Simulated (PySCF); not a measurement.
## How methods differ on the ionisation energy of Sn²⁺

Sn²⁺ [Kr] 4d10 5s2 (1S) → Sn³⁺ [Kr] 4d10 5s1 (2S), as a difference of total energies. Computed with PySCF 2.14 in aug-cc-pVQZ-PP with ECP28MDF (7s7p5d3f2g, 92 functions), with scalar relativity through the core potential. Correlated levels: valence: 4s2 4p6 4d10 frozen. The calculations carry no spin-orbit coupling.

```json
{"method": "UHF", "ionisation energy (eV)": "28.535"}
{"method": "LDA", "ionisation energy (eV)": "31.279"}
{"method": "PBE", "ionisation energy (eV)": "30.791"}
{"method": "PBE0", "ionisation energy (eV)": "30.420"}
{"method": "r2SCAN", "ionisation energy (eV)": "30.459"}
{"method": "wB97X-V", "ionisation energy (eV)": "30.326"}
{"method": "wB97M-V", "ionisation energy (eV)": "30.461"}
{"method": "M06-2X", "ionisation energy (eV)": "30.376"}
{"method": "MP2 (valence)", "ionisation energy (eV)": "29.244"}
{"method": "SCS-MP2 (valence)", "ionisation energy (eV)": "29.386"}
```

Task: How much does correlation contribute at MP2 (valence)?

Result: 29.244 − (28.535) = 0.709 eV, measured against UHF.

Errors of the correlated levels include the incompleteness of this basis and the frozen core.

MP2 underrates the near-degeneracy of ns² with np² in the lower species.

For comparison: 30.506 eV (measured; NIST Atomic Spectra Database, ionization energies).
